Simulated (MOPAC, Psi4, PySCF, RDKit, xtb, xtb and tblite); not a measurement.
Two geometries of SMILES C#CCCB, relaxed at GFN2-xTB with one dihedral held; other torsions can differ between them too.

Structure A

```
12

B      2.1383    -0.3206    -0.0210
C      0.6007    -0.6159     0.0588
C      0.1616    -2.0043    -0.4398
C     -1.2554    -2.2172    -0.2264
C     -2.4281    -2.3551    -0.0319
H      2.5183     0.7734    -0.1808
H      2.9123    -1.1922     0.0786
H     -0.0071     0.1422    -0.4413
H      0.3362    -0.5411     1.1218
H      0.3746    -2.0937    -1.5089
H      0.7210    -2.7849     0.0834
H     -3.4550    -2.4929     0.1311
```

Structure B

```
12

B     -2.1138    -0.3234    -0.0471
C     -0.5750    -0.5866     0.1444
C     -0.0168     0.1265     1.3971
C      1.4122    -0.0740     1.5165
C      2.5924    -0.2614     1.5813
H     -2.4910     0.7761    -0.1834
H     -2.8824    -1.2035    -0.0792
H     -0.3149    -1.6445     0.2143
H     -0.0354    -0.1863    -0.7200
H     -0.5062    -0.2673     2.2926
H     -0.2239     1.1989     1.3400
H      3.6274    -0.4149     1.6536
```

Q: Which is lower in energy at the level DF-MP2 (frozen core)/cc-pVTZ // GFN2-xTB in Psi4 1.11, and by how much?

A: A is lower, by 1.14 kcal/mol (dihedral H6–B1–C2–C3: 150° in A, 60° in B).

E(B) − E(A) in kcal/mol at the other levels, on the same two geometries: GFN2-xTB (xtb and tblite) 0.91; PBE/def2-TZVP // GFN2-xTB (Psi4) 1.41; PBE-D3(BJ)/def2-TZVP // GFN2-xTB (Psi4) 1.40; HF/cc-pVTZ // GFN2-xTB (Psi4) 1.21; UFF // GFN2-xTB (RDKit) -1.58; PM3, restricted, heats of formation // GFN2-xTB (MOPAC) 1.55; PM7, restricted, heats of formation // GFN2-xTB (MOPAC) 0.96; GFN1-xTB // GFN2-xTB (xtb) 0.51; restricted B3LYP/6-31G*, spherical d // GFN2-xTB (PySCF) 1.13; restricted M06-2X/6-31G*, spherical d // GFN2-xTB (PySCF) 1.12; restricted BP86/6-31G*, spherical d // GFN2-xTB (PySCF) 1.19; restricted B3LYP/3-21G // GFN2-xTB (PySCF) 1.17.
